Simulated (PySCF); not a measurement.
The dipole of `CN1C=C(F)CC1` from its density and from atomic charges.

Coordinates (GFN2-xTB, Å) and charges (e) from the PBE0/pcSseg-1 density (PySCF):

| atom | x | y | z | Mulliken | IAO | Hirshfeld | ESP-fitted |
| --- | --- | --- | --- | --- | --- | --- | --- |
| C1 | 1.984 | 0.318 | 0.038 | -0.0714 | -0.3044 | -0.0687 | -0.4266 |
| N2 | 0.601 | 0.187 | 0.419 | -0.6280 | -0.2108 | -0.0842 | -0.1045 |
| C3 | -0.283 | 1.225 | 0.142 | +0.1231 | -0.1182 | -0.0410 | -0.3836 |
| C4 | -1.504 | 0.767 | -0.116 | +0.1277 | +0.2115 | +0.0421 | +0.3042 |
| F5 | -2.619 | 1.500 | -0.311 | -0.2819 | -0.2721 | -0.1015 | -0.2155 |
| C6 | -1.558 | -0.732 | -0.063 | -0.2251 | -0.2884 | -0.0775 | -0.2417 |
| C7 | -0.060 | -1.067 | 0.050 | +0.0133 | -0.1497 | -0.0151 | +0.0018 |
| H8 | 2.136 | 0.236 | -1.048 | +0.0861 | +0.1108 | +0.0278 | +0.1438 |
| H9 | 2.355 | 1.285 | 0.373 | +0.1177 | +0.1504 | +0.0495 | +0.1772 |
| H10 | 2.562 | -0.467 | 0.528 | +0.1175 | +0.1481 | +0.0460 | +0.1447 |
| H11 | 0.049 | 2.244 | 0.201 | +0.1072 | +0.1639 | +0.0591 | +0.2463 |
| H12 | -2.116 | -1.068 | 0.815 | +0.1395 | +0.1443 | +0.0422 | +0.1036 |
| H13 | -2.026 | -1.166 | -0.948 | +0.1403 | +0.1510 | +0.0455 | +0.1039 |
| H14 | 0.145 | -1.824 | 0.809 | +0.1283 | +0.1453 | +0.0423 | +0.0729 |
| H15 | 0.330 | -1.429 | -0.911 | +0.1058 | +0.1184 | +0.0335 | +0.0736 |

Task: Form Σ q r in debye for every column and set it beside the full dipole.

Result: The full density gives (1.84, -1.24, -0.21) D, 2.23 D in size; dipole vectors point from the negative to the positive end.

| scheme | μx | μy | μz | size (D) | share of the full size (%) | angle to the full dipole (°) |
| --- | --- | --- | --- | --- | --- | --- |
| Mulliken | 2.80 | -2.42 | -0.65 | 3.76 | 169 | 8 |
| IAO | 2.80 | -1.93 | -0.05 | 3.40 | 153 | 5 |
| Hirshfeld | 1.35 | -0.85 | 0.04 | 1.60 | 72 | 7 |
| ESP-fitted | 1.90 | -1.26 | -0.23 | 2.29 | 103 | 1 |

Task: Which set comes closest?

Result: Length of the difference vector: ESP-fitted 0.07 D, Hirshfeld 0.67 D, IAO 1.19 D, Mulliken 1.58 D. Closest: ESP-fitted. ESP charges are fitted to the potential around the molecule, whose slowest-falling term is the dipole's. 

Task: What is left for the Hirshfeld atoms' own dipoles?

Result: The shares of the density sum to the whole, so what Σ q r misses lies in dipoles about the nuclei. The atomic dipoles sum to (1.84, -1.24, -0.21) − (1.35, -0.85, 0.04) = (0.49, -0.39, -0.25) D, 0.67 D in size.

Task: With the origin at the mean of the coordinates, (0.000, 0.001, -0.001) Å, which are the largest single terms, by size, of the Mulliken dipole along the direction of the full one?

Result: F5 +4.02, H10 +1.31, N2 -1.06, C4 -1.02, C6 +0.94 D; all 15 atoms together +3.72 D. The single terms depend on the origin, their sum doesn't.

Task: Give the size of the full dipole in other units.

Result: 2.23 D = 0.877 au = 0.464 e·Å = 7.44 × 10⁻³⁰ C·m.

The structure is a single GFN2-xTB conformer in the gas phase; no vibrational or solvent corrections.
